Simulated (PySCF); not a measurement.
## NbCl4: what the settings change

The complex NbCl4 (charge 0) contains Nb(IV), shell d1. The structure is a PBE0-D3(BJ)/def2-TZVP geometry optimised for multiplicity 2; coordination tetrahedral, point group D2d, metal–donor distances 2.26 Å.

The d shell alone is too small an active space for NbCl4 (an active orbital has only 0.64 squared overlap with the free ion's shell): its levels, fitted parameters, g values and moments show what this model gives and aren't sound predictions.

```
5

Nb    0.0000    0.0000    0.0000
Cl    1.2203    1.3464    1.3464
Cl    1.2203   -1.3464   -1.3464
Cl   -1.2203   -1.3464    1.3464
Cl   -1.2203    1.3464   -1.3464
```

Method (PySCF 2.14, density fitting): CASSCF(1,5) with orbitals averaged over all microstates of the shell, strongly contracted NEVPT2 on the averaged canonical orbitals; basis x2c-TZVPall on the metal, x2c-SVPall elsewhere; spin-free X2C; gas phase; spin-orbit coupling by state interaction with the mean-field operator over all roots.

Base run: NEVPT2 ground state 2A1 (from 2E), next 2B1 (from 2E) at 1108, then 2E (from 2T2) at 10006 cm⁻¹, 10Dq(NEVPT2) 10509, ζ 440 cm⁻¹, g 1.790 1.790 1.990, μeff(300 K) 1.65 μB.

Question: What happens with the basis x2c-TZVPall on all atoms?

Answer: NEVPT2 ground state 2A1 (from 2E), next 2B1 (from 2E) at 1123, then 2E (from 2T2) at 9536 cm⁻¹, 10Dq(NEVPT2) 9988, ζ 435 cm⁻¹, g 1.783 1.783 1.988, μeff(300 K) 1.64 μB. It took 18 s against 8.8 s on a shared host of the same kind.

Charge-transfer states lie outside this active space and may come lower than some of these levels. NEVPT2 on the d shell alone tends to put d–d bands too high for such charged or covalently bound ions.
